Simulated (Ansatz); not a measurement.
```xyz
9

C     0.439   -1.369   -0.001
O     0.204   -0.219    0.782
Ge   -0.399    1.223   -0.049
Br   -0.645    2.788    1.602
H    -0.474   -1.731   -0.492
H     1.203   -1.197   -0.771
H     0.800   -2.155    0.665
H     0.643    1.724   -1.061
H    -1.772    0.935   -0.676
```

Total charge 0; spin multiplicity 1.

Task: List the r2SCAN/def2-TZVPP orbital energies in eV (Ansatz 0.2.0). (Estimate.)

Result: Ansatz gave: Occupied: -13121.90, -10835.43, -1695.12, -1525.89, -1525.82, -1525.82, -1350.45, -1200.53, -1200.49, -1200.48, -515.97, -274.51, -234.77, -175.02, -174.79, -174.78, -168.70, -118.46, -118.37, -118.32, -68.85, -68.79, -68.78, -68.61, -68.61, -31.84, -31.71, -31.65, -31.60, -31.58, -26.44, -20.09, -17.76, -14.44, -11.66, -11.59, -11.40, -9.64, -9.29, -7.89, -7.54, -7.43, -6.93. Lowest empty: -1.05, -0.28, 0.43, 1.71, 2.00, 2.86, 3.03, 3.59.
